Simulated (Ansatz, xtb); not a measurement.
Ranking isomers of F2PSi2−

3 gas-phase structures of F2PSi2−, found in a search over its isomers (lower ones may exist). Each was relaxed with GFN2-xTB:

A. a singlet given by its coordinates
B. a singlet given by its coordinates
C. `F[Si][Si](F)=[P-]`, a singlet

A (Å):

```tsv
atom	x (Å)	y (Å)	z (Å)
F	-0.2163	-0.3815	0.9800
F	1.4206	0.8916	-0.1892
P	-1.5867	2.0742	-0.6895
Si	-0.0016	1.2212	0.6037
Si	-1.1035	3.1776	1.1244
```

Close contacts (Å): F1–Si4 1.66, F2–Si4 1.66, P3–Si4 2.22, P3–Si5 2.18, Si4–Si5 2.30.

B (Å):

```xyz
5

F     0.5757    0.7275    2.1447
F     1.0967    2.8123    1.0542
P    -2.5487    0.8795   -1.7568
Si    0.7693    1.2446    0.5617
Si   -1.3535    1.3866   -0.1834
```

Close contacts (Å): F1–Si4 1.68, F2–Si4 1.68, P3–Si5 2.04, Si4–Si5 2.25.

Task: Make a reasoned guess at their ranking by r2SCAN-D4/def2-SVPD single-point energy.

Result: Calculated order at r2SCAN-D4/def2-SVPD: A (0.0), B (25.0), C (45.6) kcal/mol.

Energies above the lowest of each column, in kcal/mol:

| structure | GFN2-xTB | HF/STO-3G | r2SCAN-D4/def2-SVPD |
| --- | --- | --- | --- |
| A | 7.6 | 0.0 | 0.0 |
| B | 0.0 | 23.7 | 25.0 |
| C | 17.3 | 60.0 | 45.6 |

r2SCAN-D4/def2-SVPD puts A lowest; GFN2-xTB picks B. Some further structures that were screened fall inside this span and aren't listed. Flexible structures stand in one conformer each, not always the lowest. Frequencies (PBE0-D3(BJ)/def2-SVPD) were run for A alone.

Programs: Ansatz 0.2.0, xtb 6.7.1.
